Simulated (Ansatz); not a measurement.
`C[N](C)[Hf]([F])([Cl])[Cl]` + HCl → `[F][Hf]([Cl])([Cl])[Cl]` + `CNC` at 700 K and 1 bar (ligand exchange at the Hf–N bond).

Gas-phase electronic energies from Ansatz, PBE0-D4/def2-TZVP geometries. CCSD(T)/CBS is the MP2 limit (def2-TZVPP, def2-QZVPP) plus CCSD(T) − MP2 in def2-TZVPP, frozen cores. This one scheme is used for every species. def2 core potentials past Kr. For Hf outer-core shells are correlated without core-valence functions, which leaves a few kJ/mol of doubt a bond. One conformer a species, not always the lowest.

| species | CCSD(T)/CBS energy (Eh) | H − E (kJ/mol) | S (J/(mol·K)) |
| --- | --- | --- | --- |
| `C[N](C)[Hf]([F])([Cl])[Cl]` | -1201.94185 | 331.2 | 608.4 |
| HCl | -460.38127 | 38.4 | 211.8 |
| `[F][Hf]([Cl])([Cl])[Cl]` | -1527.34680 | 77.6 | 461.9 |
| `CNC` | -135.00321 | 296.9 | 352.4 |

H − E and S are ideal-gas, rigid-rotor, harmonic terms from PBE0-D4/def2-TZVP, for one conformer and one mirror image of each species. 1 Eh = 2625.50 kJ/mol, R = 8.31446 J/(mol·K).

Q: By hand: ΔE, ΔH, ΔS and ΔG.

A: ΔE = (-1527.34680) + (-135.00321) − (-1201.94185) − (-460.38127) = -0.02689 Eh = -70.6 kJ/mol. Δ(H − E) = 77.6 + 296.9 − 331.2 − 38.4 = 4.9, so ΔH = -65.7 kJ/mol. ΔS = 461.9 + 352.4 − 608.4 − 211.8 = -5.9 J/(mol·K). ΔG = -65.7 − 700 × (-5.9)/1000 = -61.6 kJ/mol.

Q: By hand: the equilibrium constant, and the temperature at which ΔG would vanish if ΔH and ΔS stayed fixed.

A: log₁₀ K = −ΔG/(RT ln 10) = 4.6. ΔG = 0 at ΔH/ΔS = 11136 K, far beyond where these terms or the molecules hold.

The number of gas molecules stays the same, so ΔS is small and ΔH decides. A doubt of 5 kJ/mol in ΔE shifts log₁₀ K by 0.4 here. Other conformers and mirror images would add mixing entropy, several J/(mol·K) or more a flexible species. Modes under 60 cm⁻¹, often nearly free rotors, make the harmonic entropy too high. These are equilibria of isolated gas molecules and say nothing of rates. Largest T1 diagnostic: 0.014 (customary marks: 0.02 for closed shells, 0.045 for open ones).
